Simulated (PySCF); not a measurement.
# Reading the logs of faulty runs: AlCFH3O

Calculated results; nothing here was measured. The program is PySCF 2.14.0, an open-source quantum chemistry code, run on an isolated molecule that a program drew, which may never have been made. The molecule is AlCFH3O (charge 0, doublet), drawn as the SMILES string `O[CH][AlH][F]`.

Each row is a Hartree-Fock (HF) and frozen-core CCSD(T) single point in the cc-pV(D+d)Z basis, meant for a local HF minimum. Run 1 is clean. Each other run has one planted mistake out of seven kinds, and not every kind appears here: one electron removed, one electron added, multiplicity raised by two, geometry at a saddle point, minimal basis STO-3G, one bond length entered in bohr, all coordinates scaled. The reference is restricted for singlets and unrestricted otherwise, and also for a bond in bohr. Adding or removing an electron swaps singlet and doublet. Electrons count all cores. HOMO and LUMO are orbital energies over both spins, the gradient is its largest component, and the lowest frequency (negative if imaginary) is given only where the gradient is small. Bond lengths are over the 6 bonds as drawn. T1 is the CCSD diagnostic: over 0.02 (restricted) or 0.045 (unrestricted) a single reference is doubtful.

Geometry of the clean run:
```xyz
7
AlCFH3O, angstrom
O    -0.4076   -2.3083   -0.1327
C    -1.3807   -1.5680    0.4538
Al   -2.3949   -0.1541   -0.3415
F    -3.5321    0.5955    0.5974
H    -0.2703   -2.0417   -1.0296
H    -1.5113   -1.9013    1.4806
H    -2.1922    0.3137   -1.8268
```

| run | electrons | basis functions | <S^2> | HOMO (eV) | LUMO (eV) | gradient (hartree/bohr) | lowest frequency (cm^-1) | mean bond (Å) | longest bond (Å) | T1 | HF (hartree) | CCSD(T) (hartree) | mistake |
|---|---|---|---|---|---|---|---|---|---|---|---|---|---|
| 1 | 39 | 80 | 0.758 | -9.00 | 1.17 | 1.3e-05 | 142 | 1.4212 | 1.913 | 0.0187 | -455.87549 | -456.47015 | no fault |
| 2 | 39 | 80 | 3.789 | -4.45 | -3.29 | 9.7e-02 | - | 1.4212 | 1.913 | 0.0606 | -455.63041 | -456.22436 | multiplicity raised by two |
| 3 | 39 | 80 | 0.757 | -8.59 | 1.51 | 8.9e-02 | - | 1.3259 | 1.785 | 0.0158 | -455.83800 | -456.42253 | all coordinates scaled |
| 4 | 39 | 27 | 0.762 | -6.23 | 7.48 | 5.4e-02 | - | 1.4212 | 1.913 | 0.0198 | -450.02852 | -450.18595 | minimal basis STO-3G |
| 5 | 38 | 80 | 0.000 | -18.25 | -6.60 | 1.0e-01 | - | 1.4212 | 1.913 | 0.0238 | -455.59261 | -456.18865 | ? |

**Which mistake was planted in run 5, and what did it cost?**

It counts 38 electrons, one fewer than the clean run, at the same geometry and basis. So the mistake is: one electron removed. Subtracting run 1 and multiplying by 627.51 kcal/mol a hartree, the energy moved by 177.5 kcal/mol in HF and 176.6 kcal/mol in CCSD(T).

Cautions from the logs. Run 2: T1 is over the limit, so its CCSD(T) energy is less reliable; run 5: T1 is over the limit, so its CCSD(T) energy is less reliable.
